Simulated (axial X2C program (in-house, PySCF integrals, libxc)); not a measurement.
KI⁺ at several levels of theory

Computed with an in-house all-electron X2C program for linear molecules (integrals from PySCF). Spin-free means the one-electron spin-free X2C Hamiltonian; two-component (2c) means X2C with spin–orbit coupling and atomic mean-field two-electron Coulomb and Gaunt terms, so the difference of the two also holds small scalar two-electron terms. Basis: I dyall-cv3z [11s12p8d4f1g], K dyall-cv3z [11s12p6d3f] (cores contracted in-house); Gaussian nuclei, density fitting, unrestricted open shells. Masses: I 126.904 u, K 38.964 u.

The run was started with this input:
```json
{"zs": [53, 19], "q": 1, "bas": ["dyall-cv3z", "dyall-cv3z"], "levels": ["PBE0", "HF", "LDA"], "cc": true, "r0": 3.29, "thr": -2.0, "nmax": 90, "npts": 10, "nst": 2, "ntry": 6}
```
```bash
python so2c.py task.json out
```

Keys: zs atomic numbers; q charge; bas basis sets; levels methods; cc coupled cluster on or off; r0 starting distance in Å; thr threshold in hartree for freezing inner shells (an s shell follows its p shell); nmax most natural virtual spinors; npts points on the curve; nst determinants followed; ntry starts of the search. HF also brings MP2.

State, spin-free: M_S = 1/2, Λ = 1 (beyond evenly filled blocks: π+α, π+β, π-α); electrons by block: σα: 16, σβ: 16, π+α: 8, π+β: 8, π-α: 8, π-β: 7, δ+α: 2, δ+β: 2, δ-α: 2, δ-β: 2. Fragments: I + K+.

State, 2c: Ω = 3/2 (⟨Sz⟩ = 0.50, ⟨Lz⟩ = 1.00 at PBE0); electrons by block: 1/2: 24, -1/2: 24, 3/2: 10, -3/2: 9, 5/2: 2, -5/2: 2. Fragments: I + K+.

```csv
Hamiltonian,level,Re (Å),ωe (cm⁻¹),αe (cm⁻¹),De (eV),D0 (eV),k (mdyn/Å),μ (D)
spin-free,PBE0,3.547,84.8,0.000477,0.250,0.244,0.126,11.07
spin-free,HF,3.708,72.4,0.000514,0.100,0.096,0.0922,11.98
spin-free,MP2,3.552,85.8,0.0005,0.273,0.268,0.129,n/a
spin-free,LDA,3.403,99.9,0.000501,0.378,0.372,0.175,10.32
2c,PBE0,3.550,84.9,0.000471,0.296,0.291,0.127,11.06
2c,HF,3.710,72.6,0.000509,0.099,0.095,0.0926,11.97
2c,MP2,3.554,85.8,0.000494,0.291,0.285,0.129,n/a
2c,LDA,3.407,99.7,0.000493,0.384,0.378,0.175,10.32
```

Correlated methods: 15 electrons correlated (number of frozen shells: I 4 s, 3 p, 2 d; K 2 s, 1 p), 287 virtual spin orbitals or spinors in MP2.

Dipoles are positive if K is the positive end and refer to the centre of mass.

One determinant describes the state; a PBE0 search over occupations chose it and may have missed a lower one. De is counted from the lowest determinant-based energies of the atoms at the same level, without counterpoise correction. Density functionals use the spin component along the axis (collinear). Other states lie close and PBE0, whose exact exchange favours high spin, may order them wrongly; the determinant shown need not be the ground state. The nearest other spin-free determinant of the search, M_S = 1/2, Λ = 0, lies 0.29 eV up at the distance of the search. The functionals have no current-density term, which raises determinants with orbital currents, atoms included. The atomic limit has a lower orbital projection than the molecule and lies lower at mean-field level, so De may be about a tenth of an eV too small.

Rough cost a point (2c) on 1 thread(s) of a shared host, integrals apart: PBE0 1.6 s, HF 1.1 s, LDA 0.6 s.
